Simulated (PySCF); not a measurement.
How methods differ on the ionisation energy of Os

Os [Xe] 4f14 5d6 6s2 [5d3/2^4 5d5/2^2, M_J = 4] → Os⁺ [Xe] 4f14 5d6 6s1 [5d3/2^4 5d5/2^2 6s1/2^1, M_J = 9/2], as a difference of total energies. All numbers are calculated (PySCF 2.14, the two-component X2C-1e Hamiltonian, in x2c-TZVPall-2c with one added diffuse shell each of s, p, d type (12s12p11d2f, 117 functions)). "Screened" scales the spin-orbit matrix elements by Boettger's factors to mimic the two-electron term; Breit and QED terms are absent.

```json
{"method": "GHF (spin-free)", "ionisation energy (eV)": "6.553", "error (eV)": "-1.885"}
{"method": "GHF (screened spin-orbit)", "ionisation energy (eV)": "6.550", "error (eV)": "-1.888"}
```

Reference: 8.438 eV (measured; NIST Atomic Spectra Database, ionization energies).

The spin-free rows relax to the high-spin LS determinant and lack the spin-orbit shift.

Errors of the correlated levels include the incompleteness of this basis and the frozen core.

The labels give the starting determinants; with spin-orbit coupling the two ends relaxed to ⟨J²⟩ = 20.08, ⟨L²⟩ = 6.71, ⟨S²⟩ = 5.83 and ⟨J²⟩ = 24.77, ⟨L²⟩ = 6.59, ⟨S²⟩ = 8.55.
